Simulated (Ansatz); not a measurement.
Consider the formal exchange of groups at the Si–Si bond: `F[SiH2][SiH](F)F` + CH₃OH → `OC[SiH](F)F` + `F[SiH3]`.

Program: Ansatz. Geometries: PBE0-D4/def2-TZVP. ΔE: electronic, gas phase. CCSD(T)/CBS adds triple-zeta CCSD(T) − MP2 to the extrapolated MP2 energy (def2 sets, frozen cores). This one scheme is used for every species. Functionals use def2-TZVPP. B3LYP here is the variant with VWN-RPA as its local correlation; programs differ in this. One conformer a species, not always the lowest.

`F[SiH2][SiH](F)F`:

```xyz
8

F    -0.592   -2.184    0.296
Si   -0.995   -0.637    0.164
Si    0.973    0.625   -0.118
F     1.630    0.293   -1.529
F     0.559    2.164   -0.137
H    -1.695   -0.232    1.409
H    -1.902   -0.481   -1.000
H     2.022    0.452    0.914
```

CH₃OH:

Z-matrix (Å, degrees):
```
C
O 1 1.409
H 1 1.097 2 112.4
H 1 1.090 2 107.0 3 -118.5
H 1 1.097 2 112.4 3 123.0
H 2 0.959 1 108.5 3 -61.6
```

`OC[SiH](F)F`:

```xyz
9

O    -1.028    0.942    1.059
C    -0.111    0.886   -0.022
Si    0.333   -0.867   -0.487
F    -0.911   -1.628   -1.112
F     0.697   -1.618    0.871
H    -0.666    0.447    1.798
H     0.806    1.460    0.186
H    -0.592    1.380   -0.872
H     1.471   -1.002   -1.420
```

`F[SiH3]`:

```xyz
5

F    -0.081   -1.424    0.630
Si    0.002    0.037   -0.016
H    -0.285   -0.078   -1.465
H     1.368    0.567    0.204
H    -1.004    0.898    0.647
```

```csv
level,ΔE (eV)
B3LYP-D4,-0.10
ωB97M-V,-0.20
r2SCAN,-0.12
PBE0,-0.05
HF/def2-TZVPP,-0.15
MP2/def2-TZVPP,-0.21
HF/def2-QZVPP,-0.15
SCS-MP2/def2-QZVPP,-0.18
```

(1) What does CCSD(T)/CBS give? (Estimate.)

Largest T1 diagnostic among the species: 0.012.

Results:

(1) Computed: -0.14 eV. The listed levels differ from it by 0.04, -0.06, 0.02, 0.09, -0.01, -0.07, -0.01, -0.04 eV.

From PBE to PBE0 (25 % exact exchange), in def2-TZVPP and without D4, ΔE moves by −0.03 eV.
